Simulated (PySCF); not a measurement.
An unknown gives this computed stick spectrum. Level of theory: TDDFT PBE0/def2-SVPD, vertical, gas phase, core orbitals frozen in the response in PySCF. Geometries: GFN2-xTB, one conformer each.

| state | E (eV) | f | main configurations (H = HOMO, L = LUMO) |
| --- | --- | --- | --- |
| S1 | 4.67 | 0.0000 | H→L (97%) |
| S2 | 5.93 | 0.332 | H-1→L (87%), H-2→L (9%) |
| S3 | 6.05 | 0.171 | H-2→L (88%), H-1→L (9%) |
| S4 | 6.67 | 0.0003 | H-3→L (93%) |
| S5 | 6.82 | 0.0057 | H-1→L+1 (71%), H→L+1 (22%) |
| S6 | 6.83 | 0.020 | H→L+1 (71%), H-1→L+1 (23%) |

Question: Which structure fits? All have the formula C6H9NO.
A. `C=CC(C=C)C(N)=O`
B. `NC(=O)C=C1CCC1`
C. `N#CC1CCOCC1`
D. `C1[C@@H](C1=C)NC(=O)C`
E. `C#CCC(=O)NCC`

Answer: B. Its S1, at 4.67 eV, is the lowest among the candidates; the nearest of the others has S1 at 5.45 eV. S1 is HOMO→LUMO (97%). Löwdin shares by element: HOMO oxygen 67%, carbon 18% or more, nitrogen 6%; LUMO carbon 57% or more, oxygen 10% (atoms not listed hold the other 33%). At the same level the other candidates give, for their lowest levels:
- `C=CC(C=C)C(N)=O`: 5.59 eV (f 0.007); 6.04 eV (f 0.041); 6.52 eV (f 0.137); 6.68 eV (f 0.032); 6.74 eV (f 0.000); T1 4.35 eV; HOMO -7.28, LUMO -0.22 eV
- `C#CCC(=O)NCC`: 5.81 eV (f 0.002); 6.51 eV (f 0.005); 6.74 eV (f 0.011); 6.80 eV (f 0.031); 6.86 eV (f 0.009); T1 5.30 eV; HOMO -7.36, LUMO 0.36 eV
- `N#CC1CCOCC1`: 6.87 eV (f 0.002); 7.31 eV (f 0.001); 7.32 eV (f 0.003); 7.86 eV (f 0.001); 7.89 eV (f 0.002); T1 6.40 eV; HOMO -7.66, LUMO 0.26 eV
- `C=C1C[C@@H]1NC(C)=O`: 5.45 eV (f 0.014); 5.79 eV (f 0.002); 6.29 eV (f 0.010); 6.32 eV (f 0.018); 6.74 eV (f 0.006); T1 4.33 eV; HOMO -7.05, LUMO -0.27 eV

The values belong to the conformer `[NH2:1][C:2](=[O:3])[CH:4]=[C:5]1[CH2:6][CH2:7][CH2:8]1`: N1–C2–C4–C5 179°, H–N1–C2–O3 -1°, H–N1–C2–O3 -179°.
Triplets come from the Tamm–Dancoff approximation.
